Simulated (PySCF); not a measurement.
Mo(OMe)(H)5 (CH8MoO), SMILES C[O][MoH5], multiplicity 1.

Geometry: PBE0-D3(BJ)/def2-SVP. The spin state was assumed, not searched. The structure was generated by enumeration; whether it is a known compound was not checked. The def2 effective core potentials stand for the cores of Mo; spin–orbit coupling is left out.

These are TDDFT-CAM-B3LYP/def2-SVPD in PySCF 2.14.0 values and carry that method's errors.

Vertical excitations. Isolated molecule, no solvent. State labels are in the subgroup Cs.

```tsv
state	symmetry	energy (eV)	λ (nm)	f	main pairs
S1	A"	3.40	365	0.008	HOMO→LUMO 78 %
S2	A'	3.58	346	0.010	HOMO−1→LUMO 87 %
S3	A"	4.50	276	0.002	HOMO−2→LUMO 56 %, HOMO−1→LUMO+2 24 %
S4	A'	4.60	270	0.002	HOMO−3→LUMO 52 %, HOMO−1→LUMO+1 30 %
S5	A"	4.61	269	0.006	HOMO→LUMO+1 53 %, HOMO−1→LUMO+2 11 %, HOMO→LUMO 11 %, HOMO−2→LUMO 10 %
S6	A'	4.66	266	0.002	HOMO→LUMO+2 37 %, HOMO−1→LUMO+1 28 %, HOMO−3→LUMO 21 %
S7	A"	4.72	263	0.041	HOMO−1→LUMO+2 59 %, HOMO→LUMO+1 21 %, HOMO−2→LUMO 11 %
S8	A'	4.85	256	0.087	HOMO→LUMO+2 41 %, HOMO−1→LUMO+1 26 %, HOMO−3→LUMO 13 %, HOMO−2→LUMO+2 10 %
S9	A"	5.57	223	0.000	HOMO−2→LUMO+1 76 %
S10	A'	5.66	219	0.002	HOMO−3→LUMO+1 53 %, HOMO−2→LUMO+2 27 %, HOMO→LUMO+2 9 %
T1	A"	2.89	428	0	HOMO→LUMO 79 %
T2	A'	2.98	416	0	HOMO−1→LUMO 81 %, HOMO−1→LUMO+1 15 %
T3	A'	3.97	312	0	HOMO→LUMO+2 74 %
T4	A'	3.99	311	0	HOMO−3→LUMO 91 %
```
Triplets are in the Tamm–Dancoff approximation, which puts them higher than full response would, so one can lie above its singlet here.
